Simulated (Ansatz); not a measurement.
`[SiH3]C[SiH2]Cl` + CH₃OH → `CO[SiH2]C[SiH3]` + HCl  (ligand exchange at the Si–Cl bond)

Gas-phase electronic energies from Ansatz, PBE0-D4/def2-TZVP geometries. CCSD(T)/CBS adds triple-zeta CCSD(T) − MP2 to the extrapolated MP2 energy (def2 sets, frozen cores). This one scheme is used for every species. DFT in def2-TZVPP. One conformer a species, not always the lowest.

```json
{"level": "PBE-D4", "ΔE (kcal/mol)": "2.9", "difference from CCSD(T)/CBS": "1.5"}
{"level": "PBE0-D4", "ΔE (kcal/mol)": "2.9", "difference from CCSD(T)/CBS": "1.5"}
{"level": "PBE", "ΔE (kcal/mol)": "3.3", "difference from CCSD(T)/CBS": "1.9"}
{"level": "r2SCAN", "ΔE (kcal/mol)": "1.9", "difference from CCSD(T)/CBS": "0.5"}
{"level": "SCS-MP2/def2-TZVPP", "ΔE (kcal/mol)": "0.6", "difference from CCSD(T)/CBS": "-0.8"}
{"level": "CCSD/def2-TZVPP", "ΔE (kcal/mol)": "0.3", "difference from CCSD(T)/CBS": "-1.1"}
{"level": "HF/def2-QZVPP", "ΔE (kcal/mol)": "0.7", "difference from CCSD(T)/CBS": "-0.7"}
{"level": "MP2/def2-QZVPP", "ΔE (kcal/mol)": "1.6", "difference from CCSD(T)/CBS": "0.2"}
{"level": "MP2/CBS(def2)", "ΔE (kcal/mol)": "2.1", "difference from CCSD(T)/CBS": "0.7"}
{"level": "CCSD/CBS(def2)", "ΔE (kcal/mol)": "1.3", "difference from CCSD(T)/CBS": "-0.1"}
{"level": "CCSD(T)/CBS", "ΔE (kcal/mol)": "1.4", "difference from CCSD(T)/CBS": "0"}
```

Largest T1 diagnostic among the species: 0.011.
